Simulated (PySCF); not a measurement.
TiCl3I, SMILES [Cl][Ti]([I])([Cl])[Cl], multiplicity 1.

The structure is a stationary point at PBE-D3(BJ)/def2-SVP. The spin state was assumed, not searched. The structure was generated by enumeration; whether it is a known compound was not checked. The def2 effective core potentials stand for the cores of I; spin–orbit coupling is left out.

Computed with PBE-D3(BJ)/def2-SVP in PySCF.

Frequencies are harmonic and unscaled.

Modes within 1.5 cm⁻¹ of each other (mostly degenerate sets) share a row, with their intensities summed.

| mode | ν (cm⁻¹) | IR (km/mol) | moving atoms (share of kinetic energy) |
|---|---|---|---|
| 1–2 | 89 | 0.0 | Cl 77 %, I 14 %, Ti 9 % |
| 3 | 106 | 0.0 | Cl 66 %, I 31 % |
| 4–5 | 122 | 0.3 | Cl 83 %, Ti 16 % |
| 6 | 271 | 12.3 | Ti 39 %, Cl 39 %, I 22 % |
| 7 | 424 | 80.4 | Cl 57 %, Ti 41 % |
| 8–9 | 491 | 187.0 | Ti 54 %, Cl 46 % |
